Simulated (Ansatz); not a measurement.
Spin states of H4Mo (SMILES [MoH4]), each relaxed at B3LYP-D3(BJ)/def2-TZVP; lowest solutions found, singlets restricted, no spin–orbit coupling, no relativity up to Kr.
Multiplicity 3 (charge 0, multiplicity 3):
```xyz
5

Mo    -0.011     0.006    -0.011
H      1.211    -0.239     1.135
H     -1.212     1.001     0.647
H     -0.687    -1.485    -0.442
H      0.645     0.746    -1.386
```
Multiplicity 1 (charge 0, multiplicity 1):
```xyz
5

Mo     0.037    -0.145     0.050
H      1.268    -0.321     1.199
H     -1.025     1.140     0.308
H     -0.683    -1.601    -0.427
H      0.350     0.956    -1.188
```

The values were computed with Ansatz (Gaussian basis) for Hartree–Fock, density functionals and correlated methods.  In def2 rows elements past Kr take small-core potentials, without spin–orbit coupling.

The energy of multiplicity 1 less that of multiplicity 3 (kcal/mol) and the share of exact exchange:

```
functional          exact exchange (%)  value
------------------  ------------------  -----
PBE/def2-TZVPP                       0  33.05
PBE0/def2-TZVPP                     25  35.33
BLYP/def2-TZVPP                      0  30.82
B3LYP/def2-TZVPP                    20  32.18
BHLYP/def2-TZVPP                    50  35.37
r2SCAN/def2-TZVPP                    0  39.58
r2SCANh/def2-TZVPP                  10  39.99
```

**Question.** Take the value as linear in the share of exact exchange along PBE and PBE0. Give the slope, say whether the sign turns, and set the other functionals against that line.

**Answer.** 
Slope: (35.33 − (33.05))/2.5 = 0.91 kcal/mol for each 10 %. The line keeps its sign from 0 to 100 %. At 50 % it gives 37.6 kcal/mol. The LYP pair gives (35.37 − (30.82))/5 = 0.91 for each 10 %. BHLYP, at 50 %, lies -2.3 from the PBE line. B3LYP, at 20 %, lies -2.7 from the PBE line. r2SCAN, with none, stands 6.5 from PBE. The r2SCAN pair gives 0.42 for 10 %.

Ansatz is a program for electronic structure.
